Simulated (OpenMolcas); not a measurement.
## What dynamic correlation does to the levels of Ag⁴⁺

```yaml
Program: OpenMolcas 26.06
Basis: ANO-R2 [7s5p4d2f1g]
Scalar_Hamiltonian: X2C, finite nucleus
Active_space: 7 electrons in 5 orbitals (4d)
State_averaging: 2S+1 = 4 even, 10 roots; 2S+1 = 2 even, 40 roots
Spin-orbit_coupling: RASSI with atomic mean-field integrals over the reference wave functions, term energies averaged over their components
```

Methods on the same reference wave functions:
A. CASSCF
B. SS-CASPT2, IPEA 0.25 Eh, imaginary shift 0.1 Eh (closed shells correlated: 4s 4p)
C. MS-CASPT2, IPEA 0.25 Eh, imaginary shift 0.1 Eh (closed shells correlated: 4s 4p)

Energies in eV above 4d⁷ ⁴F_9/2, the measured ground level; measured values from the list in Gamrath, thesis, University of Mons (2023).

```csv
Level,A,B,C,Measured
4d⁷ ⁴F_9/2,0.0000,0.0000,0.0000,0.0000
4d⁷ ⁴F_7/2,0.4288,0.435,0.435,0.4576
4d⁷ ⁴F_5/2,0.6948,0.692,0.692,0.7210
4d⁷ ⁴F_3/2,0.8612,0.850,0.850,0.8800
4d⁷ ⁴P_3/2 [66 %],2.2765,1.848,1.795,1.7611
4d⁷ ⁴P_5/2,2.3092,1.869,1.870,1.8473
4d⁷ ²G_9/2,2.4081,2.122,2.129,2.0922
4d⁷ ⁴P_1/2,2.5882,2.155,2.131,2.1161
4d⁷ ²G_7/2,2.8344,2.547,2.547,2.5345
4d⁷ ²H_11/2,3.2014,2.828,2.879,2.7936
4d⁷ ²D_5/2(1),3.5229,3.060,3.061,3.0204
4d⁷ ²P_1/2,3.6105,3.202,3.036,3.0499
4d⁷ ²H_9/2,3.6394,3.279,3.323,3.2692
4d⁷ ²D_3/2(1) [64 %],4.2443,3.797,3.743,3.7362
4d⁷ ²F_5/2,5.2388,4.383,4.383,4.2942
4d⁷ ²F_7/2,5.4539,4.609,4.609,4.5371
4d⁷ ²D_3/2(2),8.1658,6.999,7.004,6.8242
4d⁷ ²D_5/2(2),8.3736,7.210,7.208,7.0388
```

Deviations, from unrounded energies. A percentage is the sum of absolute deviations over the sum of measured energies, with the sign that they share, or ± where signs differ.

```csv
Against measurement,Levels,A,B,C
mean absolute deviation (cm-1),17,4300,510,430
fine structure of the ground term (%),3,-3.6,-4.0,-4.0
other terms of the ground configuration (%),14,+18.3,+2.0,±1.7
```

C lies closest to measurement on these levels and A furthest from it. The largest miss of C in the table is 4d⁷ ²D_3/2(2), by +1400 cm-1. The ranking rests on the paired levels alone, and a cruder setting can come out closer through cancelling errors.

Between B and C the level of the table that moves most is 4d⁷ ²P_1/2, by 1300 cm-1 (lowest in C, highest in B). Moves below CASPT2's spread within the term are not significant.

The mean deviations of B to C differ by less than CASPT2's widest spread within a term (770 cm-1), so their order carries little weight.

From A to B the spin-free energies of the other terms of 4d⁷ shown, above ⁴F, scale by factors of 0.78 to 0.87, as is usual when dynamic correlation screens the repulsion within a d or f shell.

The lowest spin-free term lies below A's lowest term by 0.456 hartree in B, 0.456 hartree in C.

CASPT2 does not keep the components of a term degenerate, so their means are used; among the terms shown or strongly mixed into the levels shown the widest spread is 770 cm-1 (4d⁷ ²H, B). Without dynamic correlation excited terms often stand tens of per cent too high (terms of higher spin than the ground term too low), and those without a measured partner can miss by more than the paired ones (holds for A). The CASPT2 spread within a term exceeds the gap to the next term for 4d⁷ ²P and 4d⁷ ²H, so the order of their levels is uncertain (holds for B). Computed and measured levels are paired by configuration, term and J; levels that our copy of the source lacks, or whose pairing is in doubt (as where it misses far off the trend of its configuration), stay unpaired and out of the deviations. Only configurations of the active space appear. The table leaves out levels that lie high or whose names do not pair safely across all columns.

A share in square brackets marks a mixed level and gives the weight of the term that names it, the lowest over the columns. A number in round brackets counts repeated terms of one configuration in the order of the reference energies.
